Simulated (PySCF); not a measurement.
Task: Give a PBE0-D3(BJ)/def2-SVP geometry of `C#CC(=C)CC(=C)/C=C/C=C`.

Result: 
```
atom  x, y, z in Å
C1     2.8420    1.4921   -1.9976
C2     2.4363    0.7735   -1.1078
C3     1.9402   -0.0991   -0.0888
C4     2.3234    0.0451    1.1909
C5     1.0066   -1.2040   -0.5428
C6    -0.1653   -0.7306   -1.3689
C7    -0.2200   -0.9929   -2.6880
C8    -1.2373    0.0216   -0.7314
C9    -1.3128    0.3650    0.5727
C10   -2.4140    1.1130    1.1415
C11   -2.4978    1.4741    2.4316
H12    3.1995    2.1359   -2.7794
H13    1.9473   -0.6278    1.9664
H14    3.0195    0.8310    1.4898
H15    0.6525   -1.7497    0.3458
H16    1.5908   -1.9160   -1.1474
H17   -1.0582   -0.6471   -3.2990
H18    0.5717   -1.5522   -3.1921
H19   -2.0557    0.3288   -1.3936
H20   -0.5041    0.0889    1.2564
H21   -3.2205    1.3944    0.4534
H22   -1.7108    1.2126    3.1457
H23   -3.3498    2.0412    2.8130
```

Orientation and origin are arbitrary. Atoms count from 1 in this order. The C–C distances run from 1.214 Å (C1≡C2, drawn triple) to 1.516 Å (C3–C5, drawn single), a spread of 0.302 Å. Of the pairs four or more bonds apart, C5···H20 is among the closest relative to their van der Waals radii: 2.68 Å, 92 % of the sum of Bondi's values.

Bonds between heavy atoms (Å): C1≡C2 1.214, C2–C3 1.430, C3=C4 1.344, C3–C5 1.516, C5–C6 1.510, C6=C7 1.346, C6–C8 1.457, C8=C9 1.351, C9–C10 1.448, C10=C11 1.342.

Level of theory: PBE0-D3(BJ)/def2-SVP geometry optimisation, gas phase (PySCF 2.14.0).

Point group: C1 (no symmetry element, even within 0.4 Å). No PBE0-D3(BJ)/def2-SVP frequencies stand behind this structure, so it isn't proved a minimum. The numbers are those of one conformer (C2–C3–C5–C6 -53°, C3–C5–C6–C7 109°, C5–C6–C8–C9 0°, C8–C9–C10–C11 -179°).

Rough CPU time on one thread of a shared machine: about 11 min. These figures are those of the optimisation.
